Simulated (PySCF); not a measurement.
C4H9FSi, SMILES C[SiH](C)/C=C\F.

Geometry: PBE0-D3(BJ)/def2-SVP. The structure was generated by enumeration; whether it is a known compound was not checked. Other conformers were not sampled.

Calculation: SMD-B3LYP/def2-SVP (PySCF).

Solvation free energies are E(SMD) − E(gas) at the gas-phase geometry, for 1 M in both phases. In vacuum the dipole moment is 0.73 D.

Computed solvation free energies in water, tetrahydrofuran, methanol:
| solvent | ΔG(solv) (kcal/mol) | its non-electrostatic (CDS) part | dipole (D) |
|---|---|---|---|
| water | 3.3 | 5.9 | 0.93 |
| tetrahydrofuran | -0.9 | 1.2 | 0.89 |
| methanol | -1.0 | 1.6 | 0.93 |
